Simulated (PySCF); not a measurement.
Mg(H)(SMe) (CH4MgS), SMILES C[S][MgH]. Atoms are numbered in the order given.

```xyz
7

Mg    -0.2819     0.2954     1.5807
H     -0.9737     0.8493     3.0201
S      0.6242    -0.4358    -0.3955
C     -0.5490     0.2426    -1.6503
H     -0.9734    -0.5854    -2.2145
H      0.0028     0.8908    -2.3281
H     -1.3662     0.8168    -1.2154
```
Charge 0, spin multiplicity 1.

The structure is a stationary point at B3LYP-D3(BJ)/def2-TZVP. A frequency run showed that this geometry is not a minimum.

Method: PySCF with HF/def2-TZVPD.

The molecule is in vacuum.

Computed frontier levels, gap, dipole moment and polarisability:
The highest occupied level comes out as -9.11 eV and the lowest empty level is 0.86 eV. The orbital gap comes out as 9.97 eV and the dipole moment is 1.37 D. The quadrupole, principal values (traceless, Buckingham form, about the centre of nuclear charge) comes out as -12.97, 3.99, 8.97 D·Å and the mean static polarisability is 60.6 bohr³ (8.98 Å³). The polarisability, principal values is 53.2, 57.9, 70.7 bohr³.
